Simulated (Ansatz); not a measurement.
Mulliken charges of `O=[C]1N[CH2][GaH]1` from r2SCAN/def2-TZVPP in Ansatz (PBE0-D4/def2-TZVP geometry).

| atom | x (Å) | y (Å) | z (Å) | charge (e) |
| --- | --- | --- | --- | --- |
| O1 | -2.152 | -1.120 | -0.729 | -0.348 |
| C2 | -1.190 | -0.559 | -0.279 | 0.099 |
| N3 | 0.047 | -0.432 | -0.862 | -0.120 |
| C4 | 1.016 | 0.307 | -0.067 | -0.225 |
| Ga5 | -0.444 | 0.510 | 1.311 | 0.286 |
| H6 | 0.240 | -0.832 | -1.773 | 0.141 |
| H7 | 1.362 | 1.223 | -0.555 | 0.086 |
| H8 | 1.883 | -0.293 | 0.220 | 0.086 |
| H9 | -0.673 | 1.150 | 2.717 | -0.005 |

Task: By hand: the dipole of these point charges (1 e Å = 4.8032 D).

Result: Σ q r = (0.586, 0.420, 0.427) e Å, of length 0.838 e Å = 4.03 D.

Task: How does the dipole of the full density compare? (An estimate is asked.)

Result: The calculation gave: (0.647, 0.318, 0.187) e Å, 3.58 D; the point charges give 1.13 times that, at 18° from its direction.

Point charges leave out the atoms' own dipoles, such as those of lone pairs, and Mulliken's split depends on the basis, so the two needn't agree.
